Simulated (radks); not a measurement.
The numbers below are computed, except where a source is named.
The mean radii <r> (bohr) of the occupied orbitals of an atom or ion are listed with their occupations. Level of theory: scalar-relativistic Kohn-Sham, exchange-only LDA, spin-polarised, spherical densities, point nucleus (a radial shooting solver on a logarithmic mesh with Libxc functionals).

| orbital | occ. | <r> |
|---|---|---|
| 1s up | 1 | 0.02725 |
| 1s down | 1 | 0.02725 |
| 2s up | 1 | 0.1173 |
| 2s down | 1 | 0.1173 |
| 2p up | 3 | 0.1025 |
| 2p down | 3 | 0.1025 |
| 3s up | 1 | 0.3146 |
| 3s down | 1 | 0.3146 |
| 3p up | 3 | 0.3125 |
| 3p down | 3 | 0.3125 |
| 3d up | 5 | 0.2888 |
| 3d down | 5 | 0.2888 |
| 4s up | 1 | 0.7400 |
| 4s down | 1 | 0.7397 |
| 4p up | 3 | 0.7922 |
| 4p down | 3 | 0.7913 |
| 4d up | 5 | 0.9203 |
| 4d down | 5 | 0.9150 |
| 5s up | 1 | 1.837 |
| 5s down | 1 | 1.822 |
| 5p up | 2 | 2.119 |

Name the element and its charge. Open shells, if any, are filled with parallel spins first.

Answer. Z = 53, iodine, charge +3: I3+ in [Kr] 4d10 5s2 5p2. The 1s radius gives Z: for a bare nucleus <r> = (2 gamma + 1)/(2Z) with gamma = sqrt(1 - (Z/c)^2), 0.02683 bohr for Z = 53, and screening makes it slightly larger (0.02725 here). The occupations add up to 50, and the charge is Z minus that.
